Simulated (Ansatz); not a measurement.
Program: Ansatz. Geometries: PBE0-D4/def2-TZVP. ΔE: electronic, gas phase. CCSD(T)/CBS adds triple-zeta CCSD(T) − MP2 to the extrapolated MP2 energy (def2 sets, frozen cores). This one scheme is used for every species. DFT in def2-TZVPP. Elements past krypton have def2 core potentials. For Sb outer-core shells are correlated without core-valence functions, which leaves a few kJ/mol of doubt a bond. Each species was taken in one conformer, which may not be the lowest.

`[F][Sb]([SiH3])[SiH3]` + `C=C=N` → `N=C=C[SiH3]` + `[F][SbH][SiH3]`  (formal exchange of groups at the Si–Sb bond)

(1) Is it downhill or uphill in electronic energy at CCSD(T)/CBS, and by how much? (Estimate.)

(2) What do these levels give: r2SCAN-D4, B97M-V, r2SCAN0-D4, PBE0, CCSD(T)/def2-SVP, HF/def2-TZVPP? (An estimate is asked.)

(3) What do rigid-rotor, harmonic-oscillator terms from PBE0-D4/def2-TZVP frequencies (298.15 K, 1 bar) make of the CCSD(T)/CBS value? (An estimate is asked.)

Largest T1 diagnostic among the species: 0.015.

Answers

(1) The calculation gave: Uphill: ΔE = +3.6 kcal/mol.

(2) Ansatz gave: r2SCAN-D4 3.2, B97M-V 1.2, r2SCAN0-D4 3.2, PBE0 3.8, CCSD(T)/def2-SVP 2.1, HF/def2-TZVPP 0.3 kcal/mol.

(3) Ansatz gave: ΔZPE = -1.0 kcal/mol, ΔH = +2.0 kcal/mol, ΔS = -11 J/(mol·K), ΔG = +2.7 kcal/mol. Modes under 50 cm⁻¹ make the entropy rough.

Leaving LDA and LC-ωPBE aside and taking each functional with its dispersion term where it has one, the values, not all of them listed here, spread over 3.9 kcal/mol, from B97M-V to PBE-D4. From BLYP to BHLYP (50 % exact exchange), in def2-TZVPP and without D4, ΔE moves by −1.2 kcal/mol. At CCSD(T), def2-SVP lies −1.5 kcal/mol from the extrapolated value and def2-TZVPP −1.3 kcal/mol.
